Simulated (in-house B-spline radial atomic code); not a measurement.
## C3+: [He] 3p1 (an excited or competing configuration)

Level of theory: non-relativistic LC-wPBE, spin-polarised, spherical fractional occupations, exact exchange averaged over the configuration, point nucleus; calculated with a B-spline radial code for spherical atoms.

Screening seen three ways: the hydrogenic charge with the same mean radius, Z_r = [3n² - l(l+1)]/(2<r>), the one with the same energy, Z_e = n√(-2ε), and Slater's rules. Values are occupation-weighted means over spin.

```tsv
shell	electrons	ε (eV)	<r> (bohr)	Z_r	Z_e	Slater
1s	2	-351.3	0.2685	5.59	5.08	5.70
3p	1	-25.547	2.963	4.22	4.11	4.00
```

The least bound orbital is 3p up at -25.55 eV, and it is also the most diffuse (<r> = 2.963 bohr).
